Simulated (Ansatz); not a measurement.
C5H11Si, doublet (typed; the unrestricted solution is spin-contaminated), geometry from GFN2-xTB; Ansatz (an electronic-structure program) with MP2/6-31G*.

Ansatz was given this input:
Ansatz 0.2 input:
```yaml
crystal:
  periodic: [false, false, false]
  atoms:
    - {symbol: C, position_ang: [2.06786214, 1.74813003, -0.40400846]}
    - {symbol: C, position_ang: [0.94744866, 1.17771277, -0.10424235]}
    - {symbol: Si, position_ang: [-0.26267662, -0.19972994, 0.05641011]}
    - {symbol: C, position_ang: [-0.70919004, -0.37488162, 1.90150174]}
    - {symbol: C, position_ang: [-1.80525477, 0.25556010, -0.96722848]}
    - {symbol: C, position_ang: [0.42809799, -1.87456898, -0.57640950]}
    - {symbol: H, position_ang: [2.24392170, 2.80739708, -0.24657127]}
    - {symbol: H, position_ang: [2.92197778, 1.22572443, -0.83410363]}
    - {symbol: H, position_ang: [-1.43197317, -1.17002222, 2.05988663]}
    - {symbol: H, position_ang: [-1.13933223, 0.54240514, 2.29074624]}
    - {symbol: H, position_ang: [0.16790572, -0.60475005, 2.49848666]}
    - {symbol: H, position_ang: [-2.25043938, 1.18136668, -0.61700064]}
    - {symbol: H, position_ang: [-1.55643430, 0.38754955, -2.01566091]}
    - {symbol: H, position_ang: [-2.56445753, -0.51865903, -0.90469755]}
    - {symbol: H, position_ang: [1.31483648, -2.16476627, -0.02132360]}
    - {symbol: H, position_ang: [-0.30374718, -2.67051690, -0.47201190]}
    - {symbol: H, position_ang: [0.70143109, -1.81122300, -1.62516930]}
basis:
  gaussian:
    orbitals: 6-31G*
magnetization: {spin_polarized: true, initial_magnetization: 1}
correlation: {method: mp2, electrons: outside_noble_gas}
accuracy: high
```

Task: What does Ansatz print? Leave out banner, timings and long lists.

Result: 
```
Functional definition: HF
2822 factors; integrals over basis functions are off by at most 4.4e-9 eV
mean field evaluation 1: about -13183.0968 eV, gradient 2.5e1 eV
mean field evaluation 2: about -13183.1674 eV, gradient 2.5e1 eV
mean field evaluation 4: about -13187.1193 eV, gradient 2.8e0 eV
mean field evaluation 8: about -13187.2544 eV, gradient 5.2e-1 eV
mean field evaluation 16: about -13187.3045 eV, gradient 1.3e-5 eV
mean field -13187.30451588 eV, -484.6245022824 hartree, gradient 2.3e-8 eV, S^2 0.930943; 0 other end points of the search recorded, 0 dependent functions left out
10 core orbitals not correlated
reference -13187.30451588 eV, -484.6245022824 hartree; 18, 17 occupied and 88, 89 virtual orbitals, 2822 factors
second order -18.74625606 eV of doubles, -0.00000000 eV of singles
Total energy: -13206.05077194 eV, -485.3134144861 hartree
```
